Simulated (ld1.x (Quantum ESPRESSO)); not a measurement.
## Co: one change to a TM potential, before and after

cobalt, norm-conserving Troullier–Martins (Kleinman–Bylander form), made with ld1.x (Quantum ESPRESSO) 7.5 (PBE, scalar-relativistic). Core [Ar], reference 3d7 4s2 4p0. Waves: 4s (bound): rc 2.10 bohr; 4p (bound, empty): rc 2.80 bohr; 3d (bound): rc 1.60 bohr. Local part: all-electron potential smoothed inside 2.60 bohr (lloc = -1). Core correction: none.

Change: local potential all-electron potential smoothed inside 2.78 bohr (lloc = -1).

Cutoffs: the cutoffs (Ry, on a coarse ladder) from which the occupation-weighted sum of valence levels, in a spherical-Bessel basis at the reference potential, stays within 10 and 1 mRy of its value at 400 Ry; they do not see the model core or the augmentation charge, which bear on the density cutoff. Errors are all-electron minus pseudo energies relative to the spin-unpolarised reference configuration.

Q: How do hardness, ghosts and transferability respond?

A: The potential gets neither clearly harder nor softer (100 Ry and 180 Ry → 100 Ry and 180 Ry); of the 7 tests that both files solve, the error grows in 2 and shrinks in 0 by more than 15 % and 0.3 meV (median size 27.1 → 62.2 meV); neither file shows a bound ghost.

| quantity | base | changed |
| --- | --- | --- |
| cutoff, loose | 100 Ry | 100 Ry |
| cutoff, tight | 180 Ry | 180 Ry |
| bound ghosts | none | none |
| error for 3d7 4s1 4p0, meV [ΔE 9.03 eV] | +6.1 | +5.5 |
| error for 3d7 4s0 4p0, meV [ΔE 25.82 eV] | +73 | +72 |
| error for 3d6 4s0 4p0, meV [ΔE 61.69 eV] | -25 | -62 |
| error for 3d5 4s0 4p0, meV [ΔE 117.04 eV] | -691 | -802 |
| error for 3d7 4s0 4p2, meV [ΔE 8.98 eV] | +17 | +16 |
| error for 3d7 4s0 4p1, meV [ΔE 14.40 eV] | +27 | +26 |
| error for 3d6 4s2 4p1, meV [ΔE 9.66 eV] | -235 | -262 |
| s: phases at 3.04 bohr within 0.05 rad from the reference energy up to (Ry; the scan ends near 5) | 1.8 | 2.0 |
| p: phases at 3.04 bohr within 0.05 rad from the reference energy up to (Ry; the scan ends near 5) | 2.2 | 2.3 |
| d: phases at 3.04 bohr within 0.05 rad from the reference energy up to (Ry; the scan ends near 5) | 0.5 | 0.5 |
